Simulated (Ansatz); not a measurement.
Species: CH4Si, charge -1, multiplicity 2. 
Geometry from a B3LYP-D3(BJ)/def2-TZVP (Ansatz, an electronic-structure program) optimisation:
```
C
H 1 1.0916
H 1 1.0916 2 111.90
Si 1 1.8245 2 119.74 3 147.71
H 4 1.5284 1 106.80 2 161.02
H 4 1.5284 5 100.82 1 111.42
```
Charge -1, spin multiplicity 2.

Basis-set convergence of Hartree-Fock and CCSD correlation energies (hartree) with Ansatz. Correlated levels leave the core frozen unless marked. UHF or UKS for open shells. Spin-orbit coupling is left out. Non-relativistic.

| basis | functions | E(HF) | E(corr, CCSD) |
|---|---|---|---|
| def2-SVPD | 76 | -328.92504 | -0.29409 |
| def2-TZVPPD | 153 | … | … |

### Question
Some entries are withheld; supply them.

### Answer

- def2-TZVPPD, E(HF): -329.07256
- def2-TZVPPD, E(corr, CCSD): -0.33725
